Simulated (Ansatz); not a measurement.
System: C$_{5}$H$_{6}$, charge 0, singlet. C5H6 (2-methylbut-1-en-3-yne, SMILES C(C(=C)C)#C).
B3LYP-D3(BJ)/def2-TZVP minimum from Ansatz (a quantum-chemistry and plane-wave program):
```
C
C 1 1.3365
H 2 1.0810 1 121.47
H 2 1.0822 3 117.71 1 180.00
C 1 1.4273 2 121.01 3 0.00
C 5 1.2027 2 154.06 3 0.00
H 6 1.0620 2 161.77 3 0.00
C 1 1.5069 2 122.98 3 -180.00
H 8 1.0894 1 110.85 2 0.00
H 8 1.0921 9 108.85 1 -121.81
H 8 1.0921 9 108.85 10 -116.38
```
Charge 0, spin multiplicity 1.

Atomisation energy term by term, kcal/mol (programs: Ansatz). Open shells are spin-unrestricted; no spin-orbit coupling. Cores are frozen in correlated methods. Rows without X2C or -DK are non-relativistic. CBS(X,Y): correlation extrapolated as X^-3, Hartree-Fock from the larger set. A bracket is a step between two methods taken in the basis named. 'core' is core correlation in cc-pwCVTZ, 'X2C' scalar relativity in cc-pVTZ-DK, both at CCSD(T). For partners of very few electrons the exact lower level stands in for a higher one. The restricted determinant of C5H6 (C#CC(=C)C, singlet) is unstable towards broken spin symmetry in at least one set run.

| term | basis | kcal/mol |
|---|---|---|
| Hartree-Fock | cc-pVQZ | 854.80 |
| CCSD correlation | CBS(cc-pVTZ,cc-pVQZ) | 270.99 |
| (T) | CBS(cc-pVTZ,cc-pVQZ) | 21.30 |
| CCSDT(Q) - CCSD(T) | cc-pVDZ | 0.89 |
| core correlation | cc-pwCVTZ | 5.82 |
| scalar relativity | X2C, cc-pVTZ-DK | -0.80 |
| sum: De |  | 1153.0 |
